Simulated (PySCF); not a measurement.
Radial density of K²⁺ (potassium, charge +2)

B3LYP, [Ne] 3s2 3p5, 2P determinant. Computed with PySCF 2.14 in cc-pVTZ-X2C (6s5p3d1f, 43 functions), with scalar relativity by spin-free X2C-1e.

| r (bohr) | 4πr²ρ (e/bohr) | 4πr²(ρα − ρβ) |
| --- | --- | --- |
| 0.00117 | 0.09425 | 0.0000 |
| 0.00197 | 0.2477 | 0.0000 |
| 0.00331 | 0.6397 | 0.0000 |
| 0.00557 | 1.601 | 0.0000 |
| 0.00938 | 3.795 | 0.0000 |
| 0.0158 | 8.200 | 0.0002 |
| 0.0265 | 15.13 | 0.0015 |
| 0.0446 | 21.48 | 0.0082 |
| 0.0751 | 20.59 | 0.0369 |
| 0.126 | 15.67 | 0.1158 |
| 0.212 | 20.70 | 0.1879 |
| 0.357 | 19.58 | 0.0550 |
| 0.601 | 6.184 | 0.1332 |
| 1.01 | 6.003 | 0.7804 |
| 1.70 | 3.360 | 0.5033 |
| 2.86 | 0.2610 | 0.0423 |
| 4.81 | 0.0001075 | 0.0001 |
| 8.09 | 0.0003700 | 0.0001 |
| 13.6 | 0.0001448 | 0.0000 |

Densities and radii are taken from the X2C orbitals without a picture-change correction, which distorts them close to the nucleus.
